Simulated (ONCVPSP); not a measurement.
# How hard is this cerium (Ce) ONCV potential?

```
Element                 : cerium (Ce)
Generator               : ONCVPSP 4.0.1
Type                    : optimised norm-conserving Vanderbilt (ONCV)
Functional              : LDA (Perdew-Wang 92)
Relativity              : scalar-relativistic
Frozen core             : [Kr] 4d10 4f1
Valence charge          : 11
Reference configuration : 5s2 5p6 5d1 6s1 (charge +1)
Partial waves           : 5s+6s: rc 2.40 bohr, ncon 4, nbas 7, qcut 5.6 1/bohr, 3 projectors, debl 2.1 Ha; 5p: rc 2.85 bohr, ncon 4, nbas 9, qcut 3.9 1/bohr, 2 projectors, debl 1.4 Ha; 5d: rc 2.65 bohr, ncon 4, nbas 8, qcut 4.3 1/bohr, 2 projectors, debl 3 Ha
Local potential         : polynomial inside 1.95 bohr (lpopt 3, dvloc0 -1 Ha)
Core correction         : Teter function, fcfact 5.25, rcfact 1
```

Q: For each optimised wave give the share of its norm inside rc, the residual kinetic energy above qcut (Ha) and the cutoffs (Ha) for errors of 10, 1, 0.1 and 0.01 mHa per electron.

A:

```
         wave  norm inside rc  residual KE  10 mHa  1 mHa  0.1 mHa  0.01 mHa
           5s           0.947      3.5e-07     7.3   10.0     11.9      13.5
           6s           0.086      7.1e-07     6.2    9.4     11.9      13.7
s projector 3           0.129      1.7e-05     9.0   12.1     14.2      17.3
           5p           0.948      4.2e-06     4.1    5.3      6.4       7.4
p projector 2           0.140      1.1e-05     3.7    5.0      6.0       8.7
           5d           0.546      6.3e-06     4.6    6.3      7.8       9.3
d projector 2           0.166      3.8e-04     6.7    8.2     12.8      22.6
```

The occupied waves need 10 Ha and 12 Ha for 1 and 0.1 mHa. 1 of 4 tests not solved or not reliable.
